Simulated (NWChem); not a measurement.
Molecule: GePH5; SMILES [GeH3][PH2]

Program: NWChem. Medium grid unless said otherwise, to which SCAN and Minnesota functionals are sensitive. Geometry: optimised at PBE-D3(BJ)/def2-SVP. Total energies of different functionals are on different scales.

```csv
level,energy (Ha),highest occupied level (eV),orbital gap (eV),dipole (D)
B3LYP/def2-SVP,-2421.0511,-7.31,7.50,0.69
PBE/def2-SVP,-2420.4930,-6.44,5.94,0.77
B3PW91/def2-SVP,-2420.9766,-7.40,7.57,0.82
BP86/def2-SVP,-2421.2877,-6.55,5.92,0.76
TPSSh/def2-SVP,-2420.9803,-7.03,7.00,0.81
B97-D/def2-SVP,-2422.0271,-6.41,5.96,0.72
r2SCAN/def2-SVP,-2420.9480,-6.72,6.42,0.87
MN15-L/def2-SVP,-2420.9067,-6.85,6.84,0.87
OLYP/def2-SVP,-2421.5679,-6.28,6.01,0.75
PW6B95/def2-SVP,-2422.2727,-7.61,8.06,0.74
```
